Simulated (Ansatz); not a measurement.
The cluster Be5Se5⁻. Total charge -1; doublet. Geometry PBE-D4/def2-SVP, that of the neutral singlet; atoms count from 1.

```xyz
10

Be   -1.6988   -0.1881    1.5010
Be   -0.0468    1.5579   -0.4709
Be   -0.7460   -1.2765   -0.4499
Be    1.3197    0.2712    0.9144
Be    1.2872   -0.1395   -1.3994
Se    1.3684   -1.7440    0.0784
Se   -0.4161    1.4315    1.7402
Se   -0.7523    0.2529   -2.0713
Se   -2.4595   -1.8456    0.7117
Se    2.1443    1.6802   -0.5543
```

The structure comes from a short search, and lower isomers may exist.

Problem. Estimate the Mulliken populations from the PBE0/def2-TZVP orbitals of Ansatz.

Solution. 
```csv
atom,charge (e),spin (α − β)
Be1,-0.17,0.08
Be2,0.00,0.38
Be3,0.27,0.12
Be4,0.00,0.38
Be5,-0.04,0.15
Se6,-0.23,-0.02
Se7,-0.14,-0.03
Se8,-0.23,-0.02
Se9,-0.24,-0.01
Se10,-0.21,-0.03
```
Mulliken values depend strongly on the basis.

Problem. Where does the spin sit?

Solution. Summed by element: Be 1.11, Se -0.11, of 1 unpaired in all. Largest on single atoms: Be4 0.38, Be2 0.38, Be5 0.15.

Problem. And the Mayer bond orders between heavy atoms (over 0.3)?

Solution. Be1–Se7 1.14 (2.08 Å); Be1–Se9 1.49 (1.99 Å); Be2–Se7 0.65 (2.25 Å); Be2–Se8 0.79 (2.18 Å); Be2–Se10 0.78 (2.20 Å); Be3–Se6 0.70 (2.23 Å); Be3–Se8 0.70 (2.23 Å); Be3–Se9 0.76 (2.15 Å); Be4–Se6 0.79 (2.18 Å); Be4–Se7 0.65 (2.25 Å); Be4–Se10 0.78 (2.20 Å); Be5–Se6 0.83 (2.18 Å); Be5–Se8 0.83 (2.18 Å); Be5–Se10 0.81 (2.18 Å).
